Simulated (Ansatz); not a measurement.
The first iterations of a band of CH$_{6}$BGeI (10 atoms, charge 0, multiplicity 1).

These are results of RKS B3LYP/def2-SVP in Ansatz, not measurements.

```yaml
movable_images: 1
climbing_image: yes
spring: 5.0 eV/Å²
optimiser: quadratic models (default)
start_path: IDPP
force_threshold: 0.05 eV/Å
iteration_limit: 60
end_points: relaxed
```

Image 0:

```xyz
10
Properties=species:S:1:pos:R:3
C -0.425 1.381 -0.671
B -0.533 -0.154 -0.403
Ge 0.777 -1.151 0.876
I -2.085 -1.303 -1.365
H 0.597 1.623 -1.019
H -0.532 1.918 0.292
H -1.152 1.794 -1.385
H 0.496 -2.661 1.000
H 0.707 -0.529 2.293
H 2.235 -0.969 0.386
```

Image 2:

```xyz
10
Properties=species:S:1:pos:R:3
C -0.403 1.427 -0.639
B -0.508 -0.111 -0.406
Ge 0.759 -1.176 0.861
I -2.035 -1.254 -1.421
H 0.623 1.675 -0.972
H -0.511 1.942 0.336
H -1.123 1.858 -1.348
H 1.806 -0.261 1.541
H 1.522 -2.268 0.078
H -0.046 -1.883 1.974
```

| iteration | highest image above the first end (eV) | largest band force component (eV/Å) |
| --- | --- | --- |
| 1 | 0.146 | 0.620 |
| 2 | 0.068 | 0.556 |

**Question.** Does the band converge within its limit, and where does its top end?

**Answer.** It converged. It ended after 6 iterations with the highest image 0.000 eV above the first end. The highest image is an end point: on this band no image between the ends rises above it. So few images can step over the top or miss a turn of the path.

Run time: 31 s on 2 threads of Arm Neoverse V2, with other jobs on the host, peak memory 0.32 GiB.
